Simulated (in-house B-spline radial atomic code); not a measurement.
## Ionising the strontium ion Sr³⁺ with different functionals

Computed with a B-spline radial code for spherical atoms: scalar-relativistic (spin-free X2C) Hamiltonian, Fermi nucleus of rms radius 4.224 fm, spin-polarised at highest spin, spherical fractional occupations for the functionals, the average over the highest-spin determinants for Hartree-Fock. The ionisation energy is the difference of two self-consistent energies, [Ar] 3d10 4s2 4p5 → [Ar] 3d10 4s2 4p4, without Breit or QED terms; ε is the level of the shell that loses the electron (its least bound occupied spin orbital). There is no spin-orbit coupling in this Hamiltonian.

Hybrids are left out here: with spherical fractional occupations of an open shell their exact exchange keeps a self-interaction that integer-occupation calculations don't have.

```csv
method,rung,ΔSCF (eV),-ε(4p) (eV)
Hartree-Fock,Hartree-Fock,55.13,55.82
LDA VWN5,LDA,56.68,49.83
LDA PW92,LDA,56.68,49.83
LDA exchange-only,LDA,54.84,48.10
PBE,GGA,56.35,49.58
PBEsol,GGA,56.38,49.59
BLYP,GGA,56.24,49.43
RPBE,GGA,56.28,49.53
PW91,GGA,56.46,49.68
BP86,GGA,56.51,49.71
AM05,GGA,56.38,49.60
OLYP,GGA,56.31,49.62
TPSS,meta-GGA,56.45,49.73
SCAN,meta-GGA,56.62,50.00
r2SCAN,meta-GGA,56.61,50.00
revTPSS,meta-GGA,56.44,49.74
```

Task: How do they compare with the NIST value?

Result: NIST lists 56.280 eV ± 0.003 (semi-empirical, ground level to ground level). Errors run from -1.44 to +0.40 eV; RPBE is closest (-0.00 eV), but part of that can be cancellation, since the calculations leave out spin-orbit coupling, Breit-QED terms, multiplet and fine-structure energies. Hartree-Fock also lacks correlation.
